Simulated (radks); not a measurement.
Charge is removed step by step from the 5d up level of Re3+, starting from [Xe] 4f14 5d(up 4, down 0). All-electron calculation, scalar-relativistic Kohn-Sham, BLYP, spin-polarised, spherical densities, finite nucleus; Fermi nuclear charge, rms radius 5.3698 fm. Program: a radial shooting solver on a logarithmic mesh with Libxc functionals.

| removed (e) | E - E(0) (eV) | eigenvalue (eV) | E minus straight line (eV) |
|---|---|---|---|
| 0 | 0.000 | -34.016 | 0.000 |
| 0.25 | 8.887 | -37.102 | -1.183 |
| 0.5 | 18.552 | -40.250 | -1.588 |
| 0.75 | 29.012 | -43.457 | -1.198 |
| 1 | 40.280 | -46.719 | 0.000 |

Removing the whole electron costs 40.280 eV by Delta-SCF, against 34.016 eV from minus the eigenvalue at the starting occupation. Slater's transition state (half an electron removed) gives 40.250 eV. Integrating minus the eigenvalue over the occupation (Janak's theorem) gives 40.289 eV. In this scalar-relativistic scheme the density is built from large components alone, so the theorem holds only approximately. The mean slope of the eigenvalue, de/dn, is 12.7 eV per electron. Ionisation energy of Re3+ in the NIST Atomic Spectra Database: 39 eV (theoretical).
